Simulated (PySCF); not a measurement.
**Telling isomers of C$_{5}$H$_{9}$NO apart by NMR**

[PySCF: PBE0-D3(BJ)/def2-SVP structure; B3LYP/pcJ-1 coupling constants (spin–dipole term left out of most H,H and C,H couplings); NMR shieldings at PBE0/pcSseg-1/GIAO; no solvent; one conformer; no relativistic terms; one averaged value for each set of equivalent atoms]

Scale: 1H and 13C against TMS (reference shieldings calculated alike). Multiplet labels drop J under 1 Hz and among equivalent protons, and merge close values. Unscaled 3J(H,H) run several per cent high. Acid and N–H amide carbonyl carbons lie up to 10 ppm further downfield in solution (hydrogen bonding). Shifts are as computed. Against solution values, carbons near 30 ppm lie about +2 ppm off and those near 130 ppm about +5 ppm. Of 1211 compounds with measured shifts, 218 miss one by over three times the rms of a fit or turn the order of signals round; such compounds aren't used in these exercises. Groups on amide-type nitrogens are kept apart (slow C–N rotation). OH and NH positions are gas-phase values without hydrogen bonding to other molecules.

(1) Tabulate the signals of `CC/C=C/C(N)=O`, `O=C1CCCCN1` and their relative energies.

(2) What is the quickest way to tell CC/C=C/C(N)=O from O=C1CCCCN1?

Results:

(1) 
| SMILES | carbon types | δC | δH | E rel. (kcal/mol) |
| --- | --- | --- | --- | --- |
| CC/C=C/C(N)=O | 1×C 2×CH 1×CH2 1×CH3 | 163.9, 159.2, 126.7, 30.4, 15.7 | 7.24 (dt, 1H), 5.47 (dt, 1H), 4.42 (br, 1H), 4.21 (br, 1H), 2.12 (dqd, 2H), 1.07 (t, 3H) | 14.8 |
| O=C1CCCCN1 | 1×C 4×CH2 | 168.3, 44.0, 33.4, 25.1, 24.0 | 4.22 (br, 1H), 3.21 (m, 2H), 2.09 (m, 2H), 1.56 (m, 2H), 1.53 (m, 2H) | 0.0 |

Energies are electronic energies at PBE0/pcSseg-1 on these geometries, without zero-point or thermal terms, each for the one conformer computed, which needn't be the lowest.

(2) Both give the same number of carbon signals, but DEPT or the intensities differ. The first has a β carbon of a C=C–C=O unit (CH) at 159.2 ppm, the second an sp3 CH2 bonded to N at 44.0 ppm. Their most deshielded carbons lie at 163.9 and 168.3 ppm. In the proton spectra the most deshielded non-exchanging signals are 7.24 (dt, J = 15.4, 9.2 Hz, 1H) and 3.21 (m, 2H).
